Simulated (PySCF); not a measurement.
Shapes and spin states of Be2Te

Method: PySCF, PBE0, basis Te def2-TZVP with ECP28, Be def2-TZVP (scalar-relativistic core potentials, no spin–orbit coupling, density fitting).

Relaxations began from a few typed shapes and spin states; open shells are unrestricted. The search is not exhaustive: other isomers or separated fragments can lie lower, and high-lying points may rest on an excited occupation.

Task: Which is the lowest minimum found?
A. singlet (closed shell, unstable to spin polarisation) D∞h: Te–Be 2.267 Å (×2); Be–Te–Be 180.0°
B. singlet (closed shell, unstable to spin polarisation) C2v: Be–Be 1.933 Å, Te–Be 2.275 Å (×2); Be–Be–Te 64.9° (×2), Be–Te–Be 50.3°
C. broken-symmetry Ms = 0 (⟨S²⟩ 0.27) C2v: Be–Be 1.983 Å, Te–Be 2.272 Å (×2); Be–Be–Te 64.1° (×2), Be–Te–Be 51.8°
D. triplet C2v: Te–Be 2.268 Å (×2); Be–Te–Be 71.8°

Result: C. The others lie at 1.5 (singlet C2v), 36.1 (triplet C2v), 149.4 (singlet D∞h, a saddle point) kJ/mol above it.

For the lowest minimum: the determinant is spin-contaminated (⟨S²⟩ = 0.27, pure value 0.00). The spin densities have lower symmetry than the nuclear frame.
